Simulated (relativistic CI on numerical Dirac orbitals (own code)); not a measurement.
Sensitivity of the levels of Hg21+ to α and to the nuclear radius

Computed by Dirac-Coulomb-Breit CI, KLI orbitals optimised for each configuration, derivatives by finite differences, unscaled Slater integrals, QED left out (own radial code, finite nucleus).

Configuration list (outside the closed core [Ar] 3d10 4s2): 4p6 4d10 4f13, 4p6 4d10 4f12 5s, 4p6 4d10 4f11 5s2, 4p6 4d10 4f12 5p, 4p6 4d10 4f11 5s 5p, 4p6 4d10 4f12 5f, 4p6 4d9 4f13 5s, 4p5 4d10 4f14. Levels of other configurations are missing.

With x = (α/α₀)² − 1 an excitation energy changes as ω = ω₀ + qx; K = 2q/ω₀ is the relative enhancement. Terms are leading LS components, so labels can repeat. The field-shift factor is F = δν/δ⟨r²⟩ for the transition from the lowest level.

Lowest level 4p6 4d10 4f13 2F°_7/2.

```csv
Level,ω₀ (cm⁻¹),q (cm⁻¹),K,F (GHz/fm²)
4p6 4d10 4f13 2F°_5/2,34176,31400,1.84,2.13
4p6 4d10 4f12 5s 4H_13/2,266943,-514000,-3.85,905
4p6 4d10 4f12 5s 4H_11/2,276597,-509700,-3.69,901
4p6 4d10 4f12 5s 4F_9/2,280312,-514900,-3.67,904
4p6 4d10 4f12 5s 2G_7/2,286191,-512000,-3.58,901
4p6 4d10 4f12 5s 4H_9/2,302791,-482000,-3.18,906
4p6 4d10 4f12 5s 2H_11/2,305094,-483200,-3.17,902
4p6 4d10 4f12 5s 4F_3/2,309599,-502300,-3.24,905
4p6 4d10 4f12 5s 4F_5/2,310195,-500200,-3.22,905
4p6 4d10 4f12 5s 4F_7/2,311817,-481500,-3.09,907
4p6 4d10 4f12 5s 2G_9/2,316468,-481400,-3.04,903
4p6 4d10 4f12 5s 2F_7/2,320944,-479700,-2.99,902
4p6 4d10 4f12 5s 2F_5/2,322345,-489400,-3.04,902
```

At this charge transitions that keep the count of f electrons are usually good to a few per cent. Terms inside the open d or f shell come out 10 to 20 % too wide with unscaled integrals. Levels that differ in their count of f electrons can be misplaced by several ten thousand cm⁻¹, since the correlation energy of f electrons is missing or only estimated; rates across such gaps can be off by orders of magnitude.
